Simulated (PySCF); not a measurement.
## GaF, MP2: how much the basis matters

PySCF, RHF reference; singlet, unpaired electrons none; De to Ga + F without counterpoise correction. Frozen cores follow the default of each basis and core potential.

```csv
basis,relativity,functions,Re (Å),ωe (cm⁻¹),De (eV),frozen orbitals
cc-pVDZ-PP/cc-pVDZ,scalar-relativistic core potentials,37,1.798,651,5.77,5
def2-SVP,no relativity,46,1.774,676,6.01,10
cc-pVTZ-PP/cc-pVTZ,scalar-relativistic core potentials,69,1.777,646,6.32,5
def2-TZVPP,no relativity,79,1.781,631,6.32,10
def2-TZVPPD,no relativity,94,1.786,619,6.40,10
```

Problem. How does each smaller set differ from the one with most functions, def2-TZVPPD?

Solution. cc-pVDZ-PP/cc-pVDZ: +1.2 pm, +5.2 % in ωe, -0.63 eV in De; def2-SVP: -1.2 pm, +9.2 % in ωe, -0.39 eV in De; cc-pVTZ-PP/cc-pVTZ: -0.9 pm, +4.4 % in ωe, -0.08 eV in De; def2-TZVPP: -0.5 pm, +1.9 % in ωe, -0.08 eV in De. All at MP2; the set with most functions is neither the basis-set limit nor always the best. The rows treat relativity differently, so the differences are not basis effects alone.

Correlated steps freeze the inner cores (5 to 10 orbitals); shallow outer-core shells are correlated. Correlated levels converge slowly with the basis: in double zeta they bind strong bonds too weakly, by up to about 1 eV, and carry superposition errors of some tenths. Where the molecule has an RHF reference, its open-shell atoms are computed with UHF.
